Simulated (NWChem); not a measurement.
FeF3, sextet; SMILES [F][Fe]([F])[F]

All runs: NWChem. Pople sets run with spherical d functions. Spin-unrestricted. Geometry: optimised at PBE0/def2-SVP, spin-unrestricted. No stability test was run on the SCF state.

For level UHF/6-31G*:

```yaml
highest occupied level (eV): -16.11
lowest empty minus highest occupied level, either spin (eV): 16.50
```

What are these values for level UHF/3-21G?


* **highest occupied level (eV)**: -15.42
* **lowest empty minus highest occupied level, either spin (eV)**: 15.74
